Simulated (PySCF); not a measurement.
CH7NOSi.

```xyz
11

Si     0.0481     0.1007    -0.3565
C      1.3869    -1.0050     0.3699
N     -1.4716    -0.6914    -0.0305
O      0.0135     1.6509     0.3051
H      0.3452     0.3854    -1.8032
H      1.4657    -1.9605    -0.1896
H      1.1824    -1.2463     1.4335
H      2.3737    -0.5026     0.3165
H     -2.3244    -0.3761    -0.4997
H     -1.4844    -1.7080     0.0809
H     -0.3590     1.6614     1.2051
```
Charge 0, spin multiplicity 1.

Geometry optimised at PBE-D3(BJ)/def2-SVP. The structure was generated by enumeration, and PubChem lists no compound with its InChIKey, so it may never have been made. Other conformers were not sampled.

Method: PySCF with KT2/pcSseg-1. Non-relativistic, no solvent.

Computed absolute GIAO shielding of each atom: isotropic value and principal components (ppm):
```csv
atom,σ(iso),σ11,σ22,σ33,span
Si1,368.2,328.4,378.5,397.6,69.2
C2,181.3,173.3,179.2,191.5,18.2
N3,227.7,196.4,229.7,257.1,60.7
O4,263.2,225.4,274.7,289.5,64.2
H5,25.9,22.9,23.5,31.2,8.3
H6,31.0,27.0,28.7,37.2,10.2
H7,30.9,27.4,28.9,36.5,9.2
H8,30.8,27.0,28.0,37.3,10.3
H9,30.3,23.8,26.0,41.0,17.3
H10,30.5,24.0,27.6,39.8,15.8
H11,30.1,23.3,26.1,40.9,17.6
```
